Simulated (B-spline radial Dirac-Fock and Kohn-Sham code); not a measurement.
ΔSCF core binding energies without Breit or QED terms, calculated with an atomic code on a B-spline grid.

A sound run for the free thallium atom, configuration 1s2 2s2 2p6 3s2 3p6 3d10 4s2 4p6 4d10 4f14 5s2 5p6 5d10 6s2 6p1: The ground state converged in 11 iterations, with total energy -20274.84358 Ha, virial ratio 1.86406 and highest orbital energy -4.80 eV. ΔSCF binding energies: K (1s) 86005.5 eV, L3 (2p3/2) 12700.5 eV, M5 (3d5/2) 2399.4 eV.

A second run, with one unsound setting: The ground state converged in 11 iterations, with total energy -20274.75482 Ha, virial ratio 1.86407 and highest orbital energy -4.81 eV. ΔSCF binding energies: K (1s) 86005.3 eV, L3 (2p3/2) 12700.5 eV, M5 (3d5/2) 2399.2 eV.

```
iter   energy (Ha)        error
   1   -20272.90640991  2.24e+00
   2   -20273.38553042  2.74e-01
   3   -20274.75262986  2.68e-02
   4   -20274.75435921  1.36e-02
   5   -20274.75477925  1.38e-03
   6   -20274.75481119  4.52e-04
   7   -20274.75481507  1.77e-04
   8   -20274.75481598  4.51e-05
   9   -20274.75481604  9.35e-06
  11   -20274.75481604  1.53e-07
```

Q: Which fault fits the second run best?
A. unbound anion
B. too few iterations
C. functional not served
D. too few quadrature points

A: D. The input had points = 2: points is too small to integrate the splines.
